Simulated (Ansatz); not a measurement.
C₂H₅S (SMILES [CH2]SC), doublet, at a GFN2-xTB geometry. Base run: Ansatz (a first-principles code) with CCSD(T)/6-31G*.

Here is a job for Ansatz.
Ansatz 0.2 input:
```yaml
crystal:
  periodic: [false, false, false]
  atoms:
    - {symbol: C, position_ang: [0.00596101, 1.31810472, -0.60732876]}
    - {symbol: S, position_ang: [-0.17114785, 0.11511586, 0.58372680]}
    - {symbol: C, position_ang: [0.22202030, -1.37363243, -0.38519703]}
    - {symbol: H, position_ang: [0.71061926, 1.15790413, -1.39965789]}
    - {symbol: H, position_ang: [-0.22649668, 2.31627681, -0.29702164]}
    - {symbol: H, position_ang: [0.13226791, -2.22530445, 0.28055238]}
    - {symbol: H, position_ang: [-0.48349098, -1.45937936, -1.20603518]}
    - {symbol: H, position_ang: [1.23757816, -1.29818465, -0.76231178]}
basis:
  gaussian:
    orbitals: 6-31G*
magnetization: {spin_polarized: true, initial_magnetization: 1}
correlation: {method: ccsd_t}
```

The base run was repeated with changes; each row names its change, and settings that it needs were set with it.

| change | ΔE vs base (mEh) | MP2 correlation (Eh) | CC correlation without the perturbative part (Eh) | basis functions |
|---|---|---|---|---|
| base | 0.000 | -0.36257 | -0.40629 | 59 |
| fitting = cc-pVTZ-JKFIT (mean field), cc-pVTZ-RIFIT (correlation) | 0.060 | -0.36252 | -0.40627 | 59 |
| method = mp2 | ? | -0.36257 | - | 59 |
| method = bccd | 12.772 | -0.36257 | -0.40546 | 59 |
| method = bccd_t | -0.134 | -0.36257 | -0.40546 | 59 |
| method = ccsd | 11.946 | -0.36257 | -0.40629 | 59 |
| method = rpa | -14.449 | - | - | 59 |
| reference functional = pbe0 | ? | - | ? | 59 |
| electrons = all | ? | ? | ? | 59 |
| diis_vectors = 2 | 0.000 | -0.36257 | -0.40629 | 59 |

Problem. What belongs in the gaps?

Solution. 
- method = mp2, ΔE vs base (mEh): 55.665
- reference functional = pbe0, ΔE vs base (mEh): 2.840
- reference functional = pbe0, CC correlation without the perturbative part (Eh): -0.41703
- electrons = all, ΔE vs base (mEh): -19.518
- electrons = all, MP2 correlation (Eh): -0.38275
- electrons = all, CC correlation without the perturbative part (Eh): -0.42544
